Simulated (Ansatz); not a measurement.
Geometry optimisation, Ansatz, RKS PBE0-D4/def2-SVP.

Input:

```yaml
crystal:
  periodic: [false, false, false]
  atoms:
    - { symbol: B, position_ang: [-1.1472, 1.7277, 0.7868] }
    - { symbol: Sn, position_ang: [-0.4117, -0.3004, 0.8787] }
    - { symbol: C, position_ang: [1.7023, -0.2399, 0.8446] }
    - { symbol: O, position_ang: [-1.011, -1.3519, -0.6678] }
    - { symbol: C, position_ang: [-0.5309, -0.8247, -1.8487] }
    - { symbol: H, position_ang: [-2.3616, 1.9773, 0.7784] }
    - { symbol: H, position_ang: [-0.4215, 2.6862, 0.7061] }
    - { symbol: H, position_ang: [-0.9068, -1.0244, 2.3633] }
    - { symbol: H, position_ang: [2.0859, 0.3275, 0.003] }
    - { symbol: H, position_ang: [2.1334, -1.2759, 0.8567] }
    - { symbol: H, position_ang: [2.089, 0.2734, 1.7924] }
    - { symbol: H, position_ang: [-0.8159, 0.253, -1.938] }
    - { symbol: H, position_ang: [0.5254, -0.8849, -1.8401] }
    - { symbol: H, position_ang: [-0.9423, -1.3721, -2.6867] }
basis:
  gaussian: { orbitals: def2-SVP }
hamiltonian:
  xc: pbe0
  dispersion: d4
relax:
  f_tol: 0.015
  max_steps: 40
output:
  orbitals: {}
```

Run as:

```bash
$ ansatz run input.yaml --threads 2 --pin off --max-ram 3072MiB --backend cpu --events-out ev --progress --plain --runs-dir out
```

Problem. Where does it end, and by what steps?

Solution. It converged. After 21 steps the energy has fallen by 0.452 eV; H7 moved furthest, 1.19 Å.

```csv
step,energy less start (eV),largest force component (eV/Å),accepted
0,0.0000,1.880,yes
1,-0.3002,0.714,yes
2,-0.3786,0.270,yes
3,-0.3923,0.214,yes
4,-0.4005,0.082,yes
5,-0.4083,0.058,yes
6,-0.4116,0.323,yes
7,-0.4278,0.066,yes
8,-0.4379,0.056,yes
9,-0.4353,0.371,no
10,-0.4424,0.046,yes
11,-0.4453,0.114,yes
12,-0.4471,0.148,yes
13,-0.4448,0.242,no
14,-0.4495,0.043,yes
15,-0.4493,0.153,no
16,-0.4505,0.037,yes
17,-0.4512,0.031,yes
18,-0.4518,0.039,yes
19,-0.4499,0.135,no
20,-0.4519,0.019,yes
21,-0.4520,0.011,yes
```

```xyz
14
Properties=species:S:1:pos:R:3
B -1.183 1.878 0.820
Sn -0.291 -0.184 0.974
C 1.864 -0.226 0.915
O -0.922 -1.300 -0.569
C -0.667 -0.898 -1.874
H -1.803 2.218 -0.159
H -1.049 2.676 1.718
H -0.870 -1.102 2.303
H 2.236 0.288 0.018
H 2.197 -1.273 0.894
H 2.276 0.267 1.807
H -1.048 0.120 -2.109
H 0.413 -0.903 -2.136
H -1.166 -1.592 -2.574
```

Whether the end is a true minimum wasn't checked by a vibrational analysis.

The run took 99 s on 2 threads of Arm Neoverse V2, on a shared host, peak memory 0.33 GiB.
